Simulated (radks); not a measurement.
Problem. These are the eigenvalues of the occupied orbitals of an atom or ion with whole-number occupations (eV). Method: scalar-relativistic Kohn-Sham, PBE, spin-unpolarised, spherical densities, point nucleus; computed with a radial shooting solver on a logarithmic mesh with Libxc functionals.

orbital  eigenvalue
1s        -117.7884
2s         -13.7005

Which element is it, and in what charge state? The configuration may be excited.

Solution. Z = 4, beryllium, charge +1: Be+ in [He] 2s1. The 1s level, -4.3286 hartree, gives Z - s = 2.9 by -(Z - s)^2/2, which with screening and relativity narrows Z to a few neighbours, and the depths must fix Z and the occupations together.
